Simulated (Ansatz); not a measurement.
H8OSSi3, SMILES `[SiH3][SiH2]O[SiH2]S`. Charge 0, multiplicity 1. Geometry: relaxed with PBE0-D4/def2-TZVP. It is one conformer, not always the lowest.

```xyz
13

Si   -0.698    1.311    1.677
Si   -1.388    0.194   -0.267
O    -0.141   -0.016   -1.327
Si    1.412   -0.515   -1.322
S     1.753   -2.119    0.041
H    -0.173    2.663    1.345
H    -1.861    1.462    2.594
H     0.370    0.545    2.374
H    -1.969   -1.130    0.088
H    -2.429    0.985   -0.975
H     1.742   -0.921   -2.705
H     2.304    0.565   -0.835
H     1.077   -3.024   -0.688
```

What is the dipole moment at PBE/def2-TZVPP? (Estimate.)

The calculation gave: 0.65 D, with components (-0.38, -0.26, -0.46) D in this frame, pointing from negative to positive charge.

And with r2SCAN, B3LYP, ωB97M-V? (Estimate.)

Computed: r2SCAN 0.68 D, B3LYP 0.64 D, ωB97M-V 0.64 D.

Give the Mulliken charges with PBE, B3LYP, ωB97M-V in def2-TZVPP. (An estimate is asked.)

Computed: 
```tsv
atom	PBE	B3LYP	ωB97M-V
Si1	0.08	0.13	0.03
Si2	0.32	0.38	0.28
O3	-0.31	-0.40	-0.39
Si4	0.38	0.46	0.35
S5	-0.25	-0.26	-0.25
H6	-0.04	-0.06	-0.02
H7	-0.04	-0.06	-0.02
H8	-0.03	-0.05	-0.01
H9	-0.07	-0.08	-0.03
H10	-0.06	-0.07	-0.03
H11	-0.05	-0.06	-0.02
H12	-0.06	-0.07	-0.02
H13	0.12	0.11	0.12
```

B3LYP here is the variant with VWN-RPA as its local correlation; programs differ in this.
